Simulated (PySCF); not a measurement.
Molfile (atoms numbered from 1):
```
C4H13NSi
     RDKit          3D

 19 18  0  0  0  0  0  0  0  0999 V2000
   -2.1000    0.6119   -0.0853 C   0  0  0  0  0  0  0  0  0  0  0  0
   -1.5315   -0.7617    0.2260 C   0  0  0  0  0  0  0  0  0  0  0  0
   -0.1206   -0.7109    0.8116 C   0  0  0  0  0  0  0  0  0  0  0  0
    0.8509   -0.0586   -0.0422 N   0  0  0  0  0  0  0  0  0  0  0  0
    1.2249   -0.7890   -1.2276 C   0  0  0  0  0  0  0  0  0  0  0  0
    1.8030    1.2764    0.5210 Si  0  0  0  0  0  4  0  0  0  0  0  0
   -1.4720    1.1376   -0.8205 H   0  0  0  0  0  0  0  0  0  0  0  0
   -2.1408    1.2408    0.8191 H   0  0  0  0  0  0  0  0  0  0  0  0
   -3.1198    0.5465   -0.4935 H   0  0  0  0  0  0  0  0  0  0  0  0
   -1.5311   -1.3827   -0.6864 H   0  0  0  0  0  0  0  0  0  0  0  0
   -2.1781   -1.2929    0.9450 H   0  0  0  0  0  0  0  0  0  0  0  0
   -0.1596   -0.1734    1.7749 H   0  0  0  0  0  0  0  0  0  0  0  0
    0.2106   -1.7425    1.0513 H   0  0  0  0  0  0  0  0  0  0  0  0
    0.3682   -0.9439   -1.9084 H   0  0  0  0  0  0  0  0  0  0  0  0
    1.6438   -1.7883   -0.9924 H   0  0  0  0  0  0  0  0  0  0  0  0
    1.9880   -0.2371   -1.7972 H   0  0  0  0  0  0  0  0  0  0  0  0
    2.2287    2.0889   -0.6601 H   0  0  0  0  0  0  0  0  0  0  0  0
    3.0551    0.9045    1.2683 H   0  0  0  0  0  0  0  0  0  0  0  0
    0.9606    2.0928    1.4462 H   0  0  0  0  0  0  0  0  0  0  0  0
  1  2  1  0
  2  3  1  0
  3  4  1  0
  4  5  1  0
  4  6  1  0
  1  7  1  0
  1  8  1  0
  1  9  1  0
  2 10  1  0
  2 11  1  0
  3 12  1  0
  3 13  1  0
  5 14  1  0
  5 15  1  0
  5 16  1  0
  6 17  1  0
  6 18  1  0
  6 19  1  0
M  END
```

Geometry: PBE0-D3(BJ)/def2-SVP; GIAO shifts from PySCF 2.14, gas phase, non-relativistic, averaged over equivalent atoms.

At PBE0/pcSseg-0 (84 basis functions, 8.2 s wall time on 1 thread of an x86-64 server CPU, shared host):
```json
{"atoms": "C3", "δ (ppm)": "56.0"}
{"atoms": "C5", "δ (ppm)": "38.3"}
{"atoms": "C2", "δ (ppm)": "20.9"}
{"atoms": "C1", "δ (ppm)": "13.5"}
{"atoms": "N4", "δ (ppm)": "-17.2"}
{"atoms": "Si6", "δ (ppm)": "-66.7"}
{"atoms": "H17/H18/H19", "δ (ppm)": "4.99"}
{"atoms": "H12/H13", "δ (ppm)": "2.44"}
{"atoms": "H14/H15/H16", "δ (ppm)": "2.32"}
{"atoms": "H10/H11", "δ (ppm)": "1.27"}
{"atoms": "H7/H8/H9", "δ (ppm)": "1.03"}
```

Chemical shifts δ = σref − σ; ¹³C (193.52 ppm) and ²⁹Si (348.52 ppm) and ¹H (32.83 ppm) against TMS; ¹⁵N (266.02 ppm) against NH3, all at this level.

Question: Predict the values at mPW1PW91/pcSseg-1 on the same geometry.

Answer: 
```
      atoms  δ at mPW1PW91/pcSseg-1  change
         C3                    53.8    -2.2
         C5                    35.0    -3.3
         C2                    21.2    +0.3
         C1                    11.9    -1.6
         N4                     6.4   +23.6
        Si6                   -40.8   +25.9
H17/H18/H19                    4.62   -0.37
    H12/H13                    2.63   +0.19
H14/H15/H16                    2.37   +0.05
    H10/H11                    1.29   +0.02
   H7/H8/H9                    0.92   -0.11
```

References, each an isolated molecule treated in the same way: TMS for ¹³C (σ = 183.54 ppm), ²⁹Si (σ = 350.83 ppm), ¹H (σ = 31.32 ppm); ¹⁵N (σ = 264.17 ppm) against NH3.

The largest change is at Si6 (silicon bonded to N, 3 H). Cost: 174 basis functions, 36 s wall time on 1 thread of an Arm Neoverse N1, shared host. The order of the carbon signals is the same at both levels.

Experimental scales use liquid or dissolved standards, which lie at an offset from isolated NH3 (liquid NH3: subtract about 20 ppm).
